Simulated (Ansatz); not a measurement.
Mulliken charges of `[CH3][Cr](=[O])(=[O])[Cl]` from ωB97M-V/def2-TZVPP in Ansatz (PBE0-D4/def2-TZVP geometry).

```json
{"atom": "C1", "x (Å)": "-0.869", "y (Å)": "-0.324", "z (Å)": "0.480", "charge (e)": "-0.487"}
{"atom": "Cr2", "x (Å)": "0.795", "y (Å)": "0.186", "z (Å)": "-0.438", "charge (e)": "0.903"}
{"atom": "O3", "x (Å)": "1.903", "y (Å)": "-0.468", "z (Å)": "0.413", "charge (e)": "-0.375"}
{"atom": "O4", "x (Å)": "0.681", "y (Å)": "-0.494", "z (Å)": "-1.818", "charge (e)": "-0.375"}
{"atom": "Cl5", "x (Å)": "0.911", "y (Å)": "2.291", "z (Å)": "-0.526", "charge (e)": "-0.195"}
{"atom": "H6", "x (Å)": "-0.806", "y (Å)": "0.118", "z (Å)": "1.475", "charge (e)": "0.178"}
{"atom": "H7", "x (Å)": "-0.937", "y (Å)": "-1.410", "z (Å)": "0.528", "charge (e)": "0.174"}
{"atom": "H8", "x (Å)": "-1.678", "y (Å)": "0.102", "z (Å)": "-0.115", "charge (e)": "0.178"}
```

Task: By hand: the dipole of these point charges (1 e Å = 4.8032 D).

Result: Σ q r = (-0.611, 0.034, 0.334) e Å, of length 0.697 e Å = 3.35 D.

Task: How does the dipole of the full density compare? (Estimate.)

Result: Computed: (-0.439, -0.006, 0.241) e Å, 2.41 D; the point charges give 1.39 times that, at 3° from its direction.

Point charges leave out the atoms' own dipoles, such as those of lone pairs, and Mulliken's split depends on the basis, so the two needn't agree.
